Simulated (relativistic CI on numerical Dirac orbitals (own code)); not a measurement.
# Hyperfine structure of Hg LXXV, mass number 201

Calculated at this level of theory: Dirac-Coulomb-Breit CI, KLI orbitals optimised for each configuration, QED by a radiative potential, unscaled Slater integrals (own radial code, finite nucleus).

Configurations in the expansion (outside the closed core 1s2): 2s2 2p2, 2s 2p3, 2p4, 2p3 3s, 2s2 2p 3s, 2p3 3p, 2p3 3d, 2s2 2p 3p, 2s2 2p 3d, 2s 2p2 3s, 2s 2p2 3p, 2s 2p2 3d, 2s2 2p 4s, 2s2 2p 4p, 2s2 2p 4d, 2s2 2p 4f. Levels of other configurations are missing.

Nuclear spin I = 3/2, μ = -0.558 μN, Q = 0.387 b (tables of Stone and Pyykkö). The electronic factors are computed for point nuclear moments, without core polarisation or the Bohr-Weisskopf and QED corrections.

```tsv
Level	E (eV)	A (GHz)	B (GHz)
2s2 2p2 3P_1	2034.27	534.4	426
2s2 2p2 1D_2	2052.60	-1355	815
2s2 2p2 3P_2	4117.29	-414.2	34.9
2s 2p3 5S°_2	4382.88	-2468	102
2s 2p3 3D°_3	4429.27	-3116	-1.91
2s 2p3 3S°_1	4528.32	3332	-205
2s 2p3 1D°_2	4536.65	294.3	-66.5
2s 2p3 3P°_1	4541.73	-8199	121
```

Levels with J = 0, under 50 % of one LS term, or S terms without an open s electron are left out. Small factors come from cancelling terms and can be off by tens of per cent or more.

At this charge energies of transitions that change n are usually good to better than 1 %, and those within a shell (Δn = 0) to a few per cent.

Task: Give the hyperfine levels of 2s2 2p2 3P_1 relative to its centre of gravity.

Result: With K = F(F + 1) − I(I + 1) − J(J + 1), E = AK/2 + B[¾K(K + 1) − I(I + 1)J(J + 1)]/[2I(2I − 1)J(2J − 1)]: F = 1/2: -803.9, F = 3/2: -960.3, F = 5/2: 908.1 GHz.

LS names give the leading component of a level, which can be under half, so a name can repeat, a term be missing and a line seem to break the LS rules.
